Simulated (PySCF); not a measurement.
AuSBr: fields on a plane

Computed with UB3LYP in PySCF with Au def2-SVP with ECP60, S def2-SVP, Br def2-SVP; scalar-relativistic core potentials, no spin–orbit coupling; density-fitted integrals.

The triplet minimum has Au–Br 2.397 Å, Au–S 2.214 Å; Br–Au–S 180.0°.

The plane holds Au1 at (0.00, 0.00), S2 at (2.21, 0.00), Br3 at (-2.40, 0.00) Å. Columns run from x = -4.35 to 4.65 Å, rows from y = 2.25 (top) to -1.95 Å, in steps of 0.3 Å. Other isomers or separated fragments may lie lower. Core electrons replaced by a potential are absent, the electrostatic potential uses the reduced nuclear charge, and values within about 0.7 Å of such atoms have no physical meaning.

Give the electrostatic potential (V) (cut at 20 V). Lower edges of the bins (V): '0' -0.49, '1' -0.37, '2' -0.18, '3' 0.13, '4' 0.61, '5' 1.37, '6' 2.58, '7' 4.50, '8' 7.54, '9' 12.36; top 20.0.


```
1100000001122333333333333333333
1100000001223334443444444333333
1100112222234455444445544433333
1112345544445666655556665443333
1234678876567888876678876543333
2246899998779999997799998754333
2357999999889999998999999864333
2358999999999999999999999864333
2358999999999999999999999864333
2357999999889999998999999864333
2246899998779999997799998754333
1234678876567888876678876543333
1112345544445666655556665443333
1100112222234455444445544433333
1100000001223334443444444333333
```

Give the spin density (e/Å³) (cut at ±0.5 e/Å³). Every second row and column.


```
 0.00  0.00  0.00  0.00  0.00  0.00  0.00  0.00  0.00  0.00  0.00  0.00  0.00  0.00  0.00  0.00
 0.00  0.00  0.00  0.00  0.00  0.00  0.00  0.00  0.00  0.00  0.01  0.02  0.01  0.00  0.00  0.00
 0.00  0.00  0.01  0.03  0.01  0.00  0.01  0.00  0.00  0.00  0.06  0.15  0.06  0.01  0.00  0.00
 0.00  0.00  0.01  0.02  0.02  0.00  0.08  0.09  0.24 -0.01  0.13  0.24  0.10  0.00  0.00  0.00
 0.00  0.00  0.00  0.08  0.00  0.00  0.03  0.02  0.13 -0.01  0.03  0.50  0.00  0.00  0.00  0.00
 0.00  0.00  0.02  0.06  0.03  0.00  0.04  0.02  0.05 -0.01  0.12  0.36  0.11  0.01  0.00  0.00
 0.00  0.00  0.00  0.01  0.00  0.00  0.00  0.00  0.00  0.00  0.03  0.05  0.03  0.01  0.00  0.00
 0.00  0.00  0.00  0.00  0.00  0.00  0.00  0.00  0.00  0.00  0.00  0.01  0.00  0.00  0.00  0.00
```

Open d and f shells are described by one determinant, and the ground state may have another occupation or spin. With an element this heavy the missing spin–orbit coupling can shift these numbers.
